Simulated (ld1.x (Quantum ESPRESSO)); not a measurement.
## Pseudopotential generation for Nb (Z = 41): TM, LDA (PZ), scalar-relativistic.

| Quantity | Value |
| --- | --- |
| Element | niobium |
| Generator | ld1.x (Quantum ESPRESSO) 7.5 |
| Type | norm-conserving Troullier–Martins (Kleinman–Bylander form) |
| Functional | LDA (PZ) |
| Relativity | scalar-relativistic |
| Frozen core | [Kr] |
| Valence charge | 5 |
| Reference configuration | 4d3 5s2 5p0 |
| Partial waves | 5s (bound): rc 2.75 bohr; 5p (bound, empty): rc 3.55 bohr; 4d (bound): rc 2.50 bohr |
| Local potential | all-electron potential smoothed inside 2.25 bohr (lloc = -2) |
| Core correction | Bessel-smoothed model core inside 2.35 bohr |

Poles of the logarithmic derivatives, all-electron (AE) and pseudo (PS). s: poles at 0.3, 4.1 (AE) and 0.2, 0.6, 4.2 (PS) Ry. p: poles at 0.9, 5.0 (AE) and 0.8, 2.1 (PS) Ry. d: poles at -0.2, 2.3 (AE) and -0.2, 2.4 (PS) Ry. Test radius 3.83 bohr.

* Cutoffs needed: 30 Ry and 35 Ry (the cutoffs (Ry, on a coarse ladder) from which the occupation-weighted sum of valence levels, in a spherical-Bessel basis at the reference potential, stays within 10 and 1 mRy of its value at 400 Ry)
* Ghost test: no extra level below or beside the all-electron valence levels (s, p, d, f tested) (spherical-Bessel basis up to 400 Ry, 20 bohr box)
* Largest excitation error: -161 meV (all-electron minus pseudo) for 4d2 5s0 5p0, out of 7 test configurations
